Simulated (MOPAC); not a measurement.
MOPAC input (PM6):

```
PM6 1SCF CHARGE=-1 GEO-OK AUX(PRECISION=9) THREADS=1
CaF

Ca   -0.00000000 1   -0.00000000 1   -0.60863799 1
F     0.00000000 1    0.00000000 1    1.35252886 1
```

Problem. What heat of formation does the run end on, and which ionisation energy by Koopmans theorem?

Solution. -66.02 kcal/mol; 0.05 eV.
